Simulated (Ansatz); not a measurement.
`O[Si](Cl)(Br)Br` + H–F → `O[Si](F)(Br)Br` + HCl at 298.15 K and 1 bar (ligand exchange at the Si–Cl bond).

Gas-phase electronic energies from Ansatz, PBE0-D4/def2-TZVP geometries. CBS: MP2 limit from def2 TZ/QZ plus the TZ coupled-cluster correction, frozen cores. This one scheme is used for every species. For Br outer-core shells are correlated without core-valence functions, which leaves a few kJ/mol of doubt a bond. Scalar relativity is left out up to krypton. One conformer a species, not always the lowest.

```
          species  CCSD(T)/CBS energy (Eh)  H − E (kJ/mol)  S (J/(mol·K))
`O[Si](Cl)(Br)Br`              -5971.47577            70.7          376.2
              H–F               -100.39570            33.5          173.6
 `O[Si](F)(Br)Br`              -5611.50823            73.0          365.0
              HCl               -460.38127            26.6          186.8
```

H − E and S are ideal-gas, rigid-rotor, harmonic terms from PBE0-D4/def2-TZVP, for one conformer and one mirror image of each species. 1 Eh = 2625.50 kJ/mol, R = 8.31446 J/(mol·K).

Question: By hand: ΔE, ΔH, ΔS and ΔG.

Answer: ΔE = (-5611.50823) + (-460.38127) − (-5971.47577) − (-100.39570) = -0.01803 Eh = -47.3 kJ/mol. Δ(H − E) = 73.0 + 26.6 − 70.7 − 33.5 = -4.6, so ΔH = -51.9 kJ/mol. ΔS = 365.0 + 186.8 − 376.2 − 173.6 = 2.0 J/(mol·K). ΔG = -51.9 − 298.15 × (2.0)/1000 = -52.5 kJ/mol.

Question: By hand: the equilibrium constant, and the temperature at which ΔG would vanish if ΔH and ΔS stayed fixed.

Answer: log₁₀ K = −ΔG/(RT ln 10) = 9.2. ΔH and −TΔS have one sign here, so there is no such temperature.

The number of gas molecules stays the same, so ΔS is small and ΔH decides. A doubt of 5 kJ/mol in ΔE shifts log₁₀ K by 0.9 here. Other conformers and mirror images would add mixing entropy, several J/(mol·K) or more a flexible species. These are equilibria of isolated gas molecules and say nothing of rates. Largest T1 diagnostic: 0.009 (customary marks: 0.02 for closed shells, 0.045 for open ones).

ΔS is within the doubt of such terms, so its sign, and with it that verdict, could turn.
